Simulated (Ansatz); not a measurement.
Saddle point of Si2H5F3, closed shell (Si₂H₃F₃ ([F][Si]([F])([F])[SiH3]) + H₂ → SiHF₃ ([F][SiH]([F])[F]) + SiH₄; bonds formed: Si1–H7, Si2–H6; bonds broken: Si1–Si2, H6–H7), PBE0-D4/def2-TZVP structure:

| atom | x (Å) | y (Å) | z (Å) |
| --- | --- | --- | --- |
| Si1 | -0.6629 | -1.0270 | -0.3527 |
| Si2 | 0.4426 | 1.2331 | 0.1907 |
| F3 | 0.0789 | -2.0389 | -1.3188 |
| F4 | -1.3398 | -1.8632 | 0.8091 |
| F5 | -1.8668 | -0.4355 | -1.2039 |
| H6 | 1.4788 | 0.1506 | 0.9656 |
| H7 | 0.8260 | -0.5153 | 0.5938 |
| H8 | -0.3675 | 1.0081 | 1.4169 |
| H9 | 1.2227 | 0.8000 | -0.9985 |
| H10 | 0.1881 | 2.6883 | -0.1024 |

Energies are electronic, without zero-point energy. Barriers and step energies count from the start structure reached by relaxing down the imaginary mode; all methods use the PBE0-D4 structures, on which another method's saddle can fall below an end. Program: Ansatz 0.2.0. Basis: def2-TZVPP, with def2-QZVPP for the basis limit. Cores are frozen in the correlated methods. B3LYP uses VWN-RPA correlation. Extrapolation: Hartree–Fock as exp(−7.88 √X), correlation as X^−2.97.

```tsv
method	barrier (eV)	step energy (eV)
SPW92	2.141	-0.170
PBE-D4	2.533	-0.133
BLYP-D4	2.831	-0.221
r2SCAN-D4	2.700	-0.245
B97M-V	?	-0.290
PBE0-D4	2.756	-0.219
B3LYP-D4	2.980	-0.288
r2SCAN0-D4	2.856	-0.298
BHLYP-D4	3.264	-0.377
CAM-B3LYP-D4	3.066	-0.348
wB97X-V	3.056	-0.295
wB97M-V	2.910	-0.339
B2PLYP	?	-0.365
PBE-QIDH	2.979	-0.325
RPA on PBE	?	-0.394
HF	3.973	-0.598
MP2	3.074	-0.379
CCSD	3.210	-0.409
CCSD(T)	3.085	-0.364
```

(1) Fill in the withheld barriers. (To be estimated.)

T1 diagnostic: at most 0.014.

## Answers

(1) Computed: RPA on PBE 3.076; B2PLYP 3.068; B97M-V 2.702 eV. Each is the energy of the saddle less that of the start structure, by the same method.

For comparison, the barrier by CCSD(T) at an estimated basis limit (MP2 extrapolated from triple and quadruple zeta, plus CCSD(T) − MP2 in triple zeta) is 3.053 eV.

Labels in which every atom is bracketed show which atoms are joined, not bond orders.

For scale, one of the runs: CCSD(T)/def2-TZVPP, 247 basis functions, launched by `ansatz run in.yaml --threads 8 --pin off --events-out ev --progress --plain --max-ram 19148MiB`. The run took 21 s on 8 CPU threads of an Intel Xeon 6975P-C (shared host), with 5.7 GiB of host memory at its peak.
